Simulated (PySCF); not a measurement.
# Electronic structure of Ni (nickel, neutral) at the UHF level

Configuration: [Ar] 3d7 4s2 4p1, one real determinant (an excited configuration). All numbers are calculated (PySCF 2.14, the non-relativistic Hamiltonian (point nucleus), in STO-3G (4s3p1d, 18 functions)).

```
Total energy                                                  : -1490.218399 hartree
One-electron energy                                           : -2069.2794 hartree
Hartree (Coulomb) energy                                      : 641.1250 hartree
Exchange energy                                               : -62.0640 hartree
Kinetic energy                                                : 1485.96102 hartree
⟨S²⟩                                                          : 6.0004
⟨L²⟩                                                          : 13.967
Sum of ⟨r⟩                                                    : 22.26 bohr
Sum of ⟨r²⟩                                                   : 38.18 bohr²
Traceless quadrupole moment −½Σ⟨3z² − r²⟩ along its main axis : -3.57 e·bohr²
Density at the nucleus (Gaussians lack the cusp)              : 9810 bohr⁻³
Spin density at the nucleus                                   : 0.000144 bohr⁻³
Langevin diamagnetic susceptibility                           : -30.2 ×10⁻⁶ cm³/mol
```

| shell | electrons | mean orbital energy (eV) | spread (eV) | rms radius, mean of both spins (bohr) |
| --- | --- | --- | --- | --- |
| 1s α | 1 | -8235.7 | 0 | 0.0640 |
| 1s β | 1 | -8235.6 | 0 | 0.0640 |
| 2s α | 1 | -1017.3 | 0 | 0.263 |
| 2s β | 1 | -1015.2 | 0 | 0.263 |
| 2p α | 3 | -898.54 | 0.193 | 0.241 |
| 2p β | 3 | -896.50 | 0.068 | 0.241 |
| 3s α | 1 | -136.09 | 0 | 0.817 |
| 3s β | 1 | -126.59 | 0 | 0.817 |
| 3p α | 3 | -94.117 | 0.395 | 0.841 |
| 3p β | 3 | -82.461 | 0.685 | 0.841 |
| 3d α | 5 | -14.408 | 1.797 | 0.861 |
| 4s α | 1 | -9.562 | 0 | 2.99 |
| 3d β | 2 | -9.534 | 0.223 | 0.861 |
| 4s β | 1 | -7.318 | 0 | 2.99 |
| 4p α | 1 | -4.482 | 0 | 3.00 |

⟨L²⟩ = 13.97 against 20 for a pure G term, so this real determinant mixes terms.

Spin-orbit constants ζ (cm⁻¹) from the X2C one-electron operator on these orbitals (non-relativistic here): bare nucleus, nucleus screened by l(l+1)(2l+1)/3 electrons, and screened by the Breit-Pauli mean field of the electrons.

```
shell   bare  screened nucleus  mean field
   2p  75870             70450       67080
   3p   8316              7722        7256
   3d  856.6             550.7       443.6
   4p  341.2             316.8       291.4
```

To first order the Landé constant is A = -64.96 cm⁻¹, so the lowest level has J = 6 and lies 0.0644 eV below the centre of the term. This holds in LS coupling only.
